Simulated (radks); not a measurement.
Results of a calculation; reference values are marked as such.
Removal energies from the lutetium ion Lu3+, [Xe] 4f14, by Delta-SCF beside the eigenvalue of the level emptied. Code: a radial shooting solver on a logarithmic mesh with Libxc functionals. Model: non-relativistic Kohn-Sham, PBE, spin-polarised, spherical densities, point nucleus. Open shells are filled with parallel spins first.

| removed from | final configuration | Delta-SCF (eV) | -eigenvalue (eV) |
|---|---|---|---|
| 4f | [Xe] 4f13 | 52.187 | 41.448 |
| 5p | [Kr] 4d10 4f14 5s2 5p5 | 62.956 | 55.801 |
| 5s | [Kr] 4d10 4f14 5s1 5p6 | 84.555 | 76.831 |
| 4d | [Kr] 4d9 4f14 5s2 5p6 | 231.80 | 219.97 |
